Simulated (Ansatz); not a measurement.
C3H11SbSi⁺, that is SbH2(SiMe3) with one electron fewer. Charge 1, multiplicity 2. Geometry B3LYP-D4/def2-SVP, that of the neutral singlet; atoms count from 1.

```
atom    x (Å)    y (Å)    z (Å)
 Sb1   2.1787   1.1326   1.0246
  H2   3.1358  -0.1035   0.2945
  H3   2.3043   2.1173  -0.3867
 Si4  -0.0173   0.0331   0.1268
  C5  -0.3005  -1.5685   1.0916
  C6  -1.4382   1.2373   0.4550
  C7   0.0952  -0.3397  -1.7216
  H8  -1.2476  -2.0426   0.7812
  H9  -0.3563  -1.3804   2.1759
 H10   0.5127  -2.2908   0.9140
 H11  -1.5204   1.4763   1.5276
 H12  -1.2960   2.1828  -0.0930
 H13  -2.3983   0.8003   0.1307
 H14   0.2627   0.5813  -2.3025
 H15   0.9251  -1.0308  -1.9385
 H16  -0.8400  -0.8047  -2.0795
```

In the def2 sets Sb takes a core potential; there is no spin–orbit coupling.

(1) Estimate the Mulliken populations from the PBE0/def2-TZVP orbitals of Ansatz.

(2) Where does the spin sit?

(3) And the Mayer bond orders between heavy atoms (over 0.3)?

Answers

(1) 
| atom | charge (e) | spin (α − β) |
| --- | --- | --- |
| Sb1 | 0.38 | 0.68 |
| H2 | 0.09 | -0.01 |
| H3 | 0.09 | -0.01 |
| Si4 | 0.17 | 0.21 |
| C5 | -0.45 | 0.02 |
| C6 | -0.45 | 0.02 |
| C7 | -0.43 | 0.05 |
| H8 | 0.19 | 0.01 |
| H9 | 0.17 | 0.00 |
| H10 | 0.17 | 0.00 |
| H11 | 0.17 | 0.00 |
| H12 | 0.17 | 0.00 |
| H13 | 0.19 | 0.01 |
| H14 | 0.17 | 0.00 |
| H15 | 0.17 | 0.00 |
| H16 | 0.19 | 0.02 |
Mulliken values depend strongly on the basis.

(2) Summed by element: Sb 0.68, H 0.02, Si 0.21, C 0.10, of 1 unpaired in all. Largest on single atoms: Sb1 0.68, Si4 0.21, C7 0.05.

(3) Sb1–Si4 0.76 (2.61 Å); Si4–C5 1.04 (1.89 Å); Si4–C6 1.04 (1.89 Å); Si4–C7 1.03 (1.89 Å).
